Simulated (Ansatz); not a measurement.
Isolated molecules relaxed with PBE0-D4/def2-TZVP in Ansatz; ΔE leaves out vibrations. CCSD(T)/CBS is the MP2 limit (def2-TZVPP, def2-QZVPP) plus CCSD(T) − MP2 in def2-TZVPP, frozen cores. This one scheme is used for every species. Functionals use def2-TZVPP. def2 core potentials past Kr. For I outer-core shells are correlated without core-valence functions, which leaves a few kJ/mol of doubt a bond.

`IB1C[SiH2]1` + SiH₄ → `[SiH3]B1C[SiH2]1` + HI  (formal exchange of groups at a B–I bond)

`IB1C[SiH2]1`:

Z-matrix (Å, degrees):
```
C
B 1 1.507
Si 1 1.969 2 65.5
H 1 1.095 2 117.6 3 80.8
H 1 1.087 2 124.4 3 -129.8
I 2 2.093 1 134.0 3 146.0
H 3 1.483 1 123.4 2 -103.8
H 3 1.479 1 107.3 2 123.1
```

SiH₄:

Z-matrix (Å, degrees):
```
Si
H 1 1.485
H 1 1.485 2 109.5
H 1 1.485 2 109.5 3 -120.0
H 1 1.485 2 109.5 3 120.0
```

`[SiH3]B1C[SiH2]1`:

Cartesian coordinates in Å:
```
Si 0.198 0.643 1.895
B 0.122 0.414 -0.076
C 0.892 -0.374 -1.073
Si -1.122 -0.294 -1.333
H -0.906 -0.114 2.551
H 1.487 0.204 2.502
H 0.006 2.085 2.221
H 0.954 -0.142 -2.141
H 1.663 -1.091 -0.793
H -1.225 0.052 -2.768
H -2.070 -1.385 -0.984
```

HI:

Z-matrix (Å, degrees):
```
I
H 1 1.610
```

(1) Is it downhill or uphill in electronic energy at CCSD(T)/CBS, and by how much? (Best estimate.)

(2) What do these levels give: revPBE-D4, r2SCAN-D4, PBE0-D4, BHLYP-D4, CAM-B3LYP, LC-ωPBE, RPA@PBE/def2-TZVPP, MP2/def2-SVP, CCSD(T)/def2-TZVPP, SCS-MP2/def2-QZVPP, MP2/CBS(def2), CCSD/CBS(def2)? (An estimate is asked.)

Largest T1 diagnostic among the species: 0.014.

Answers

(1) Ansatz gave: Uphill: ΔE = +71.1 kJ/mol.

(2) The calculation gave: revPBE-D4 62.4, r2SCAN-D4 68.4, PBE0-D4 65.4, BHLYP-D4 72.5, CAM-B3LYP 66.9, LC-ωPBE 66.2, RPA@PBE/def2-TZVPP 69.0, MP2/def2-SVP 78.1, CCSD(T)/def2-TZVPP 69.1, SCS-MP2/def2-QZVPP 79.2, MP2/CBS(def2) 82.5, CCSD/CBS(def2) 71.3 kJ/mol.

From PBE to PBE0 (25 % exact exchange), in def2-TZVPP and without D4, ΔE moves by +3.0 kJ/mol. Leaving LDA and LC-ωPBE aside and taking each functional with its dispersion term where it has one, the values, not all of them listed here, spread over 10.7 kJ/mol, from revPBE-D4 to PBE-QIDH.
